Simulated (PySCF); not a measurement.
PySCF input (PBE/3-21G):

```python
import numpy as np, basis_set_exchange as bse
from pyscf import gto, scf, dft, df
from pyscf.prop.polarizability import rks as pol

basis = {'C': gto.basis.parse(bse.get_basis('3-21G', elements=['C'], fmt='nwchem')), 'Cl': gto.basis.parse(bse.get_basis('3-21G', elements=['Cl'], fmt='nwchem'))}
mol = gto.M(
    atom='''
    Cl   -1.40250737   -0.20014729    0.02098688
    C    -0.03054783    0.84410807    0.00883340
    Cl    1.41328896   -0.09777321   -0.02410455
    ''',
    basis=basis,
    charge=0,
    verbose=4,
    max_memory=7359,
)
mf = dft.RKS(mol, xc='pbe')
mf.grids.level = 3
mf = mf.density_fit(auxbasis=df.autoaux(mol))
mf.conv_tol = 1e-9
mf.max_cycle = 100
print('smallest overlap eigenvalue', np.linalg.eigvalsh(mol.intor('int1e_ovlp'))[0])
mf.kernel()
dip = mf.dip_moment()
p = pol.Polarizability(mf)
p.max_cycle_cphf = 60
alpha = p.polarizability()
print('polarisability/bohr^3', alpha.trace() / 3)
```

Output:

```
PySCF version 2.14.0

[INPUT] verbose = 4
[INPUT] num. atoms = 3
[INPUT] num. electrons = 40
[INPUT] charge = 0
[INPUT] spin (= nelec alpha-beta = 2S) = 0
[INPUT] symmetry False subgroup None
[INPUT] Mole.unit = angstrom
[INPUT] Symbol           X                Y                Z      unit          X                Y                Z       unit  Magmom
[INPUT]  1 Cl    -1.402507370000  -0.200147290000   0.020986880000 AA   -2.650354816984  -0.378223562674   0.039659455409 Bohr   0.0
[INPUT]  2 C     -0.030547830000   0.844108070000   0.008833400000 AA   -0.057727032400   1.595133071835   0.016692706749 Bohr   0.0
[INPUT]  3 Cl     1.413288960000  -0.097773210000  -0.024104550000 AA    2.670729069271  -0.184764589220  -0.045550997856 Bohr   0.0

nuclear repulsion = 116.879171406437
number of shells = 19
number of NR pGTOs = 69
number of NR cGTOs = 35
basis = {'C': [[0, [172.256, 0.06176690738], [25.9109, 0.3587940429], [5.53335, 0.7007130837]], [0, [3.66498, -0.3958951621], [0.770545, 1.215834356]], [0, [0.195857, 1.0]], [1, [3.66498, 0.2364599466], [0.770545, 0.8606188057]], [1, [0.195857, 1.0]]], 'Cl': [[0, [1376.4, 0.06458270228], [207.857, 0.3803630134], [45.1554, 0.6781900239]], [0, [60.8014, -0.09876395275], [13.9765, 0.05113382731], [3.8871, 0.9913375295]], [0, [1.35299, -0.2224014841], [0.526955, 1.182522574]], [0, [0.166714, 1.0]], [1, [60.8014, 0.1085980585], [13.9765, 0.4586822471], [3.8871, 0.6019623243]], [1, [1.35299, 0.2192157972], [0.526955, 0.8223202393]], [1, [0.166714, 1.0]]]}
ecp = {}
ETB for C: l = 0, exps = 0.391714 * 1.8^n , n = 0..12
ETB for C: l = 1, exps = 0.391714 * 1.8^n , n = 0..9
ETB for C: l = 2, exps = 0.391714 * 1.8^n , n = 0..5
ETB for Cl: l = 0, exps = 0.333428 * 1.8^n , n = 0..16
ETB for Cl: l = 1, exps = 0.333428 * 1.8^n , n = 0..13
ETB for Cl: l = 2, exps = 0.333428 * 1.8^n , n = 0..9
smallest overlap eigenvalue 0.03629013127198671

******** <class 'pyscf.df.df_jk.DFRKS'> ********
method = DFRKS
initial guess = minao
damping factor = 0
level_shift factor = 0
DIIS = <class 'pyscf.scf.diis.CDIIS'>
diis_start_cycle = 1
diis_space = 8
diis_damp = 0
SCF conv_tol = 1e-09
SCF conv_tol_grad = None
SCF max_cycles = 100
direct_scf = False
XC library pyscf.dft.libxc version 7.1.2
    S. Lehtola, C. Steigemann, M. J. T. Oliveira, and M. A. L. Marques,  SoftwareX 7, 1–5 (2018)
XC functionals = pbe
    J. P. Perdew, K. Burke, and M. Ernzerhof,  Phys. Rev. Lett. 77, 3865 (1996)
    J. P. Perdew, K. Burke, and M. Ernzerhof,  Phys. Rev. Lett. 78, 1396 (1997)
    J. P. Perdew, K. Burke, and M. Ernzerhof,  Phys. Rev. Lett. 77, 3865 (1996)
    J. P. Perdew, K. Burke, and M. Ernzerhof,  Phys. Rev. Lett. 78, 1396 (1997)
radial grids:
    Treutler-Ahlrichs [JCP 102, 346 (1995); DOI:10.1063/1.469408] (M4) radial grids

becke partition: Becke, JCP 88, 2547 (1988); DOI:10.1063/1.454033
pruning grids: <function nwchem_prune>
grids dens level: 3
symmetrized grids: False
atomic radii adjust function: <function treutler_atomic_radii_adjust>
small_rho_cutoff = 0
Set gradient conv threshold to 3.16228e-05
Initial guess from minao.
tot grids = 51880
init E= -952.995441356316
  HOMO = -0.243080824255765  LUMO = -0.135314009176931  gap/eV = 2.93248
cycle= 1 E= -953.248841899936  delta_E= -0.253  |g|= 0.329  |ddm|= 2.19
  HOMO = -0.26070251757593  LUMO = -0.215568645270117  gap/eV = 1.22816
cycle= 2 E= -953.026546707761  delta_E= 0.222  |g|= 0.976  |ddm|= 1.27
  HOMO = -0.215769139156558  LUMO = -0.162622386619707  gap/eV = 1.44620
cycle= 3 E= -953.285994344676  delta_E= -0.259  |g|= 0.0378  |ddm|= 0.994
  HOMO = -0.222421079189041  LUMO = -0.161442721766033  gap/eV = 1.65931
cycle= 4 E= -953.286633284513  delta_E= -0.000639  |g|= 0.0168  |ddm|= 0.186
  HOMO = -0.222831754631534  LUMO = -0.162257802727859  gap/eV = 1.64830
cycle= 5 E= -953.286717085244  delta_E= -8.38e-05  |g|= 0.00283  |ddm|= 0.0252
  HOMO = -0.222230784296339  LUMO = -0.161743937428695  gap/eV = 1.64593
cycle= 6 E= -953.286719664674  delta_E= -2.58e-06  |g|= 7.62e-05  |ddm|= 0.00464
  HOMO = -0.222239705427659  LUMO = -0.161753302673244  gap/eV = 1.64592
cycle= 7 E= -953.286719666254  delta_E= -1.58e-09  |g|= 2.64e-05  |ddm|= 0.000145
  HOMO = -0.222236887757407  LUMO = -0.161751417949685  gap/eV = 1.64589
cycle= 8 E= -953.286719666506  delta_E= -2.52e-10  |g|= 2.42e-06  |ddm|= 5.53e-05
  HOMO = -0.22223692305312  LUMO = -0.161751517944948  gap/eV = 1.64589
Extra cycle  E= -953.286719666493  delta_E= 1.27e-11  |g|= 5.69e-06  |ddm|= 1.79e-05
converged SCF energy = -953.286719666493
Dipole moment(X, Y, Z, Debye):  0.04472, -1.23434, -0.01290
Isotropic polarizability 27.2964295372
Polarizability anisotropy 32.8283625681
polarisability/bohr^3 27.296429537198787
```
